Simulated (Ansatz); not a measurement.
Reactions of BFH$_{4}$Si (`FB[SiH3]`).

Calculated with Ansatz (gas phase, PBE0-D4/def2-TZVP geometries, no zero-point term in ΔE). CCSD(T)/CBS adds triple-zeta CCSD(T) − MP2 to the extrapolated MP2 energy (def2 sets, frozen cores). This one scheme is used for every species. For Ge outer-core shells are correlated without core-valence functions, which leaves a few kJ/mol of doubt a bond. Scalar relativity is left out up to krypton. One conformer a species, not always the lowest.

(1) Order these by ΔE at CCSD(T)/CBS, lowest first. (Estimate.)
A. `FB[SiH3]` + `BOCO` → `OCOB[SiH3]` + `BF`
B. `FB[SiH3]` + CH₃OH → `COB[SiH3]` + H–F
C. `FB[SiH3]` + `NB[S][GeH3]` → `NBBF` + `[SiH3][S][GeH3]`
D. `FB[SiH3]` + `CN[Si](F)(F)OC` → `CNB[SiH3]` + `CO[Si](F)(F)F`
E. `FB[SiH3]` + `C[SiH2]N` → `BF` + `C[SiH2]N[SiH3]`
F. `FB[SiH3]` + H₂O → `OBF` + SiH₄
G. `FB[SiH3]` + `OBO` → `OBOBF` + SiH₄
H. `FB[SiH3]` + `N=C=CN` → `N=C=CNB[SiH3]` + H–F

Largest T1 diagnostic: 0.016, for `N=C=CNB[SiH3]`.

## Answers

(1) F (-178.8 kJ/mol), G (-154.5 kJ/mol), D (-105.0 kJ/mol), E (-84.4 kJ/mol), H (-30.0 kJ/mol), B (-17.9 kJ/mol), A (-4.1 kJ/mol), C (+6.2 kJ/mol).
